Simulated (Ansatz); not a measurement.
`CC([SiH3])NP` and `C[CH]([SiH3])[AlH][NH2]` differ in one atom or group.

Ansatz, PBE0-D4/def2-TZVP geometries, multiplicity 1. Each molecule was computed in one conformer, which needn't be the lowest.

```tsv
property	`CC([SiH3])NP`
HOMO energy (PBE0/def2-TZVPP) / eV	-6.89
HOMO–LUMO gap (PBE0/def2-TZVPP) / eV	6.90
LUMO energy (B3LYP/def2-TZVPP) / eV	-0.20
HOMO–LUMO gap (ωB97M-V/def2-TZVPP) / eV	10.88
HOMO–LUMO gap (PBE/def2-TZVPP) / eV	4.72
LUMO energy (PBE/def2-TZVPP) / eV	-0.87
```

(1) What does the change do to each property? (An estimate is asked.)

Answers

(1) Computed: 
```csv
property,`C[CH]([SiH3])[AlH][NH2]`,shift
HOMO energy (PBE0/def2-TZVPP) / eV,-7.46,-0.57
HOMO–LUMO gap (PBE0/def2-TZVPP) / eV,7.00,0.10
LUMO energy (B3LYP/def2-TZVPP) / eV,-0.66,-0.46
HOMO–LUMO gap (ωB97M-V/def2-TZVPP) / eV,10.77,-0.11
HOMO–LUMO gap (PBE/def2-TZVPP) / eV,4.92,0.20
LUMO energy (PBE/def2-TZVPP) / eV,-1.23,-0.36
```

With PBE0 the HOMO falls by 0.57 eV and the LUMO falls by 0.49 eV, so the gap widens by about 0.08 eV. PBE moves the HOMO by -0.57 eV and ωB97M-V by -0.50 eV.

B3LYP here is the variant with VWN-RPA as its local correlation; programs differ in this.
